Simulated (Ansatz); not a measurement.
Problem. Name a neutral molecule of B, C, N, S and H with LUMO energy (PBE0/def2-TZVPP) between -0.65 and -0.35 eV and LUMO energy (ωB97M-V/def2-TZVPP) between 1.00 and 1.30 eV (Ansatz, PBE0-D4/def2-TZVP geometry).

Solution. `BC(=N)CS` (-0.61 eV, 1.27 eV). Other molecules can fit too; these were computed, each in one conformer that needn't be the lowest.
